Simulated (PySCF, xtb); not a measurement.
B(vinyl)(OH)(OMe) (C3H7BO2), SMILES C=CB(O)OC. The values are those of a single conformer.

Harmonic wavenumbers (cm⁻¹) from GFN2-xTB in xtb at its own minimum, in rising order: 72, 139, 170, 184, 256, 301, 418, 544, 617, 641, 697, 917, 926, 1013, 1041, 1097, 1134, 1147, 1237, 1267, 1296, 1412, 1426, 1474, 1483, 1678, 2944, 2961, 2975, 3041, 3075, 3101, 3611.

### Question
What does PBE0-D3(BJ)/def2-SVP (PySCF) give at its own minimum? (Estimate from the structure and the level; the computed values follow.)

### Answer
79, 150, 170, 215, 264, 352, 432, 556, 611, 702, 741, 967, 991, 1029, 1059, 1177, 1183, 1209, 1273, 1361, 1421, 1456, 1474, 1482, 1512, 1717, 3034, 3123, 3145, 3148, 3163, 3243, 3889. Paired by order, the mean absolute difference is 62 cm⁻¹ and the zero-point energies are 63.3 and 66.2 kcal/mol.
